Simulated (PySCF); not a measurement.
A PySCF script (with the pyscf-properties extension) for the spin–spin couplings of SMILES C=COBBr, C₂H₄BBrO, on a GFN2-xTB geometry:

```python
import basis_set_exchange as bse
import numpy as np
from pyscf import gto, dft
from pyscf.data import nist
from pyscf.prop import ssc

atoms = """
C    -1.400186   -0.278398    0.346860
C    -0.701384    0.338505   -0.586858
O     0.602425    0.066568   -0.900971
B     1.675150   -0.055985   -0.153455
Br    1.686526    0.256519    1.716032
H    -0.977610   -1.044712    0.973477
H    -2.432608   -0.030612    0.504307
H    -1.116008    1.097984   -1.237910
H     2.677256   -0.343874   -0.686662
"""
names = {"C": "pcJ-1", "O": "pcJ-1", "B": "pcJ-1", "Br": "pcSseg-1", "H": "pcJ-1"}
basis = {el: gto.basis.parse(bse.get_basis(n, elements=[el], fmt="nwchem")) for el, n in names.items()}
mol = gto.M(atom=atoms, basis=basis, charge=0, verbose=0)
mf = dft.RKS(mol, xc="B3LYP")
mf.grids.level = 2
mf.grids.alignment = dft.numint.BLKSIZE   # the property module wants whole blocks of grid points
mf.conv_tol = 1e-9
mf.kernel()

sc = ssc.RKS(mf)
sc.with_fcsd = True   # Fermi contact and spin-dipole together
sc.max_cycle_cphf = 60
g = {"B": 1.7924326, "C": 1.4048236, "H": 5.58569468, "O": -0.757516}   # nuclear g factors of 11B, 13C, 1H, 17O
sc.nuc_pair = [(i, j) for i in range(mol.natm) for j in range(i + 1, mol.natm)
               if mol.atom_pure_symbol(i) in g and mol.atom_pure_symbol(j) in g]
K = sc.kernel()
unit = nist.HARTREE2J / nist.PLANCK * (0.5 * nist.E_MASS / nist.PROTON_MASS) ** 2
for (i, j), k in zip(sc.nuc_pair, K):
    a, b = mol.atom_pure_symbol(i), mol.atom_pure_symbol(j)
    J = unit * g[a] * g[b] * np.trace(k) / 3
    if abs(J) >= 1:
        print("%s%d %s%d %8.1f Hz" % (a, i, b, j, J))
```

Task: Give the expected output.

Result: 
```
C0 C1     92.9 Hz
C0 O2      2.0 Hz
C0 B3      2.7 Hz
C0 H5    166.7 Hz
C0 H6    170.4 Hz
C0 H7      9.9 Hz
C1 O2     19.2 Hz
C1 B3     -2.8 Hz
C1 H5     -6.8 Hz
C1 H6      7.9 Hz
C1 H7    198.7 Hz
C1 H8      7.8 Hz
O2 B3     -9.1 Hz
O2 H5     -3.4 Hz
O2 H6     -6.9 Hz
O2 H7    -17.5 Hz
O2 H8    -25.9 Hz
B3 H6     -1.3 Hz
B3 H7      5.2 Hz
B3 H8    201.4 Hz
H5 H6     -3.6 Hz
H5 H7     15.8 Hz
H6 H7      7.9 Hz
```

These numbers come from an equivalent density-fitted implementation of the same equations, which agrees with the script to about 0.1 Hz, so last digits may differ.

Size and cost of the density-fitted run: 189 basis functions, 70 s wall time on 1 thread of an Arm Neoverse N1, shared host; peak memory 0.89 GiB.
